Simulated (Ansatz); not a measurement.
## Match the barriers

Saddle point of Si$_{2}$H$_{3}$F$_{3}$, singlet (Si₂H₃F₃ ([F][Si]([F])([F])[SiH3]) → SiH₃F ([F][SiH3]) + SiF₂; bonds formed: Si1–F3; bonds broken: Si1–Si2, Si2–F3), PBE0-D4/def2-TZVP structure:

Si1  (-0.594, -0.485, 0.880)
Si2  (0.260, 0.713, -1.135)
F3  (1.111, -0.287, 0.136)
F4  (0.787, -0.020, -2.448)
F5  (1.145, 2.036, -1.067)
H6  (-1.200, 0.697, 1.532)
H7  (-1.558, -1.350, 0.164)
H8  (0.050, -1.304, 1.938)
(Å)

Program: Ansatz 0.2.0. Basis: def2-TZVPP, with def2-QZVPP for the basis limit. Cores are frozen in the correlated methods. B3LYP uses VWN-RPA correlation. Extrapolation: Hartree–Fock as exp(−7.88 √X), correlation as X^−2.97. Four methods, as single points on the PBE0-D4 structures, gave these electronic barriers from the start structure: 195.9, 213.4, 236.0, 271.0 kJ/mol.

**Question.** The methods were, in alphabetical order, B3LYP-D4, BHLYP-D4, BLYP-D4, HF. Which gave which? (Judge from chemistry; the calculation decides.)

**Answer.** The calculation gives: BLYP-D4 195.9; B3LYP-D4 213.4; BHLYP-D4 236.0; HF 271.0 kJ/mol. For comparison, CCSD(T) at an estimated basis limit (MP2 extrapolated from triple and quadruple zeta, plus CCSD(T) − MP2 in triple zeta) gives 223.3 kJ/mol.

The T1 diagnostic stays at or below 0.014.

Losses and insertions of silylenes and their heavier kin drive the gas-phase chemistry of silicon and germanium vapour deposition.

Labels in which every atom is bracketed show which atoms are joined, not bond orders.

For scale, one of the runs: CCSD(T)/def2-TZVPP, 219 basis functions, launched by `ansatz run in.yaml --threads 4 --pin off --events-out ev --progress --plain --max-ram 9574MiB`. Time: 85 s of wall clock on 4 CPU threads of an Arm Neoverse V2; the host was shared. Peak host memory: 3.4 GiB.
